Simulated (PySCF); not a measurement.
## Calculated data, CH$_{5}$BClSi

Computed with PySCF 2.14.0. Calculation on a computer-drawn molecule: the log of a Hartree-Fock and frozen-core CCSD(T) single point meant for a local Hartree-Fock minimum, with one planted fault or none, to be diagnosed. Offsets are logged minus clean, where the clean run is the same molecule without the fault. The reference is restricted for singlets and unrestricted otherwise, and also for a bond in bohr or an excited solution. Adding or removing an electron swaps singlet and doublet. The excited solution moves the top pair (singlet) or top alpha electron (doublet) to the lowest empty orbital. Highest occupied and lowest empty are orbital energies over both spins, largest force is the largest gradient component, triples share is (T) over the correlation energy, the T1 limit is 0.02 restricted and 0.045 unrestricted, electrons count all cores, a negative frequency is imaginary (commonest isotopes), and the dipole is about the centre of nuclear charge.

CH$_{5}$BClSi

Logged structure:
```xyz
9
CH5BClSi
B     -2.4810    -1.1406     0.6796
C     -1.9561    -0.7162    -0.7231
Si    -0.2740     0.1175    -0.6695
Cl     1.1367    -1.1456     0.1875
H     -2.3832    -2.2118     1.2035
H     -2.6027     0.0430    -1.1821
H     -1.8663    -1.5649    -1.4120
H      0.1841     0.4157    -2.0371
H     -0.3039     1.3493     0.1369
```

| Quantity | Value |
| --- | --- |
| meant charge | 0 |
| meant multiplicity | 2 |
| meant basis | cc-pV(D+d)Z |
| logged electrons | 47 |
| logged basis functions | 33 |
| logged SCF converged | yes |
| logged spin squared | 0.752 |
| logged highest occupied | -7.6607 eV |
| logged lowest empty | 6.5363 eV |
| logged largest force | 0.028148 hartree/bohr |
| logged T1 diagnostic | 0.0059443 |
| logged D1 diagnostic | 0.017879 |
| logged triples share | 0.010732 |
| logged CC converged | yes |
| logged dipole magnitude | 3.2929 debye |
| logged SCF stable within its kind | yes |
| logged energy HF | -804.85557 hartree |
| logged energy CCSD(T) | -805.01314 hartree |
| possible faults | no fault, one electron removed, one electron added, multiplicity raised by two, geometry at a saddle point, SCF held on an excited solution, minimal basis STO-3G, one bond length entered in bohr, all coordinates scaled |
| planted fault | minimal basis STO-3G |
| HF energy offset from clean run | 5675 kcal/mol |
| CCSD(T) energy offset from clean run | 5893 kcal/mol |

Drawn bonds:
| atom | other atom | order |
| --- | --- | --- |
| 1 | 2 | 1 |
| 2 | 3 | 1 |
| 3 | 4 | 1 |
| 1 | 5 | 1 |
| 2 | 6 | 1 |
| 2 | 7 | 1 |
| 3 | 8 | 1 |
| 3 | 9 | 1 |
